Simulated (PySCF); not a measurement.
B(H)2(Vi), SMILES BC=C (C2H5B), PBE0/def2-SVP optimised geometry.

```
8

B     -1.35    -0.55     0.00
H     -1.93     0.51     0.00
H     -1.98    -1.57     0.00
C      0.20    -0.55     0.00
C      0.89     0.61     0.01
H      0.77    -1.48     0.00
H      1.98     0.65     0.01
H      0.37     1.57     0.01
```

Density from PBE0/def2-TZVP (PySCF) at that geometry.

Minimum of the electron density along straight lines between bonded atoms, close to the bond critical point (lines longer than 1.1 times the sum of covalent radii, or with two minima, are not listed):

```csv
bond,length / Å,ρ at the minimum / e bohr⁻³,∇²ρ there / e bohr⁻⁵,position (fraction from the first atom)
B1–H2,1.212,0.179,-0.37,0.43
B1–H3,1.210,0.181,-0.38,0.43
B1–C4,1.542,0.192,-0.18,0.33
C4–C5,1.347,0.343,-1.05,0.48
C4–H6,1.097,0.276,-0.95,0.64
C5–H7,1.097,0.279,-0.98,0.65
C5–H8,1.096,0.280,-0.99,0.65
```
